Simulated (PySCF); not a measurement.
## Working with the constants of BeC

PBE0 constants of BeC, ³Π (triplet), unpaired electrons σ ↑, π ↑, a second solution, started from another occupation (Be def2-TZVP, C def2-TZVP; no relativity (PySCF 2.14); masses 9.0122 and 12.0000 u):

```
ωe              : 766.8 cm⁻¹
ωexe            : 9.02 cm⁻¹
Be              : 1.0187 cm⁻¹
αe              : 0.0157 cm⁻¹
D (centrifugal) : 7.19e-06 cm⁻¹
```

(1) Give the vibrational terms G(v) and spacings up to v = 6.

## Answers

(1) G(v) = ωe(v+½) − ωexe(v+½)².

```
v  G(v) (cm⁻¹)  G(v) − G(v−1)  Bv (cm⁻¹)
0          381                     1.011
1         1130            749      0.995
2         1861            731      0.979
3         2573            713      0.964
4         3268            695      0.948
5         3945            677      0.932
6         4603            659      0.917
```
